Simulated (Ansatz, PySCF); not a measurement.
The pair A = CHN (SMILES C#N) (first 3 atoms), B = CH2O2 (SMILES O=CO); geometry from B3LYP-D3(BJ)/def2-TZVP.
(charge 0, multiplicity 1):
```json
[
 {"atom": "C", "x (Å)": "0.2913", "y (Å)": "0.1946", "z (Å)": "-0.1467"},
 {"atom": "N", "x (Å)": "-0.2525", "y (Å)": "-0.2945", "z (Å)": "0.7320"},
 {"atom": "H", "x (Å)": "0.8014", "y (Å)": "0.6532", "z (Å)": "-0.9642"},
 {"atom": "O", "x (Å)": "0.9439", "y (Å)": "0.6454", "z (Å)": "3.8066"},
 {"atom": "C", "x (Å)": "0.1013", "y (Å)": "-0.0862", "z (Å)": "4.2512"},
 {"atom": "O", "x (Å)": "-0.7654", "y (Å)": "-0.8072", "z (Å)": "3.5395"},
 {"atom": "H", "x (Å)": "-0.0637", "y (Å)": "-0.2567", "z (Å)": "5.3245"},
 {"atom": "H", "x (Å)": "-0.6117", "y (Å)": "-0.6498", "z (Å)": "2.5819"}
]
```

Rows in 6-31G* carry no dispersion term and start afresh at each structure (6-31G* with six Cartesian d functions).

Run with Ansatz (Gaussian basis) for Hartree–Fock, density functionals and correlated methods; PySCF for 6-31G* rows. 

Total energies (hartree), monomers frozen at their geometry in the pair:

```
structure              PBE/def2-TZVPPD  B3LYP/6-31G*  B3LYP/def2-TZVPPD
---------------------  ---------------  ------------  -----------------
AB                        -283.0056524  -283.1878297       -283.3253221
A in the pair's basis      -93.3474915   -93.4233931        -93.4650530
B in the pair's basis     -189.6486304  -189.7559214       -189.8517482
A                          -93.3473676   -93.4221538        -93.4649369
B                         -189.6485934  -189.7550499       -189.8517151
```

Problem. Work out the interaction energy without and with the counterpoise correction, and the superposition error, for each level.

Solution. 
E(AB) − E(A) − E(B), times 627.509 kcal/mol, with the monomers in their own basis and then in the pair's basis:
- PBE/def2-TZVPPD: -6.08 uncorrected, -5.98 corrected; the monomers gain 0.10 kcal/mol from borrowed functions
- B3LYP/6-31G*: -6.67 uncorrected, -5.34 corrected; the monomers gain 1.32 kcal/mol from borrowed functions
- B3LYP/def2-TZVPPD: -5.44 uncorrected, -5.35 corrected; the monomers gain 0.09 kcal/mol from borrowed functions

Ansatz is a first-principles code.
